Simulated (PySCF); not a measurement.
**Spinor energies of Pd⁺ (palladium, charge +1)**

Start: [Kr] 4d8 5p1; 4d3/2 filled at m_j = -1/2, +1/2, +3/2; 4d5/2 filled at m_j = -3/2, -1/2, +1/2, +3/2, +5/2; 5p3/2 filled at m_j = +3/2. Calculated with PySCF 2.14 in x2c-TZVPall-2c with one added diffuse shell each of s, p, d type (9s10p8d1f, 86 functions): generalised Hartree-Fock with the X2C-1e Hamiltonian and a Gaussian nucleus; one run each with spin-orbit coupling (SO) switched off, then screened by Boettger's factors. This is a chosen level, not necessarily the ground level.

```
spinor shell  electrons  ε, spin-free (eV)  ε, screened SO (eV)  weight of nominal j (screened SO)  rms radius, screened SO (bohr)
       1s1/2          2           -24493.3             -24491.5                              1.000                          0.0365
       2s1/2          2            -3675.3              -3674.8                              1.000                           0.150
       2p1/2          2            -3290.0              -3400.4                              1.000                           0.130
       2p3/2          4            -3290.0              -3238.9                              1.000                           0.135
       3s1/2          2            -713.31              -713.19                              1.000                           0.403
       3p1/2          2            -583.48              -603.43                              1.000                           0.399
       3p3/2          4            -583.48              -574.20                              1.000                           0.409
       3d3/2          4            -377.60              -381.21                              0.997                           0.387
       3d5/2          6            -377.60              -375.07                              0.998                           0.390
       4s1/2          2            -122.58              -122.58                              1.000                            1.01
       4p1/2          2            -82.865              -87.497                              0.948                            1.10
       4d5/2          5            -26.602              -26.572                              0.623                            1.51
       4d3/2          3            -26.602              -26.837                              0.658                            1.49
       5p3/2          1            -10.204              -10.122                              1.000                            4.14
```

Where does 4p3/2 lie, and what is the 4p spin-orbit splitting (screened SO)?

At -80.700 eV, 6.797 eV above 4p1/2.

| quantity | spin-free | screened SO |
| --- | --- | --- |
| E (hartree) | -5041.81707 | -5042.68028 |
| M_J | 11/2 | 11/2 |
| ⟨J²⟩ | 35.766 | 35.765 |
| ⟨L²⟩ | 20.012 | 20.085 |
| ⟨S²⟩ | 3.754 | 3.748 |

Each row is a mean over spinors that exchange with the open shell spreads, by up to 8.094 eV (4p3/2).

Rows whose weight is well below 1 are mixtures of j = l ± 1/2: exchange outweighs spin-orbit coupling there, and the label is only the starting occupation.

Breit and QED terms are absent; they matter most for the inner s and p1/2 levels.

Densities and radii are taken from the X2C orbitals without a picture-change correction, which distorts them close to the nucleus.

Without spin-orbit coupling the j labels of p, d and f shells carry no meaning; the spin-free column gives the mean over the occupied spinors of each nl shell.
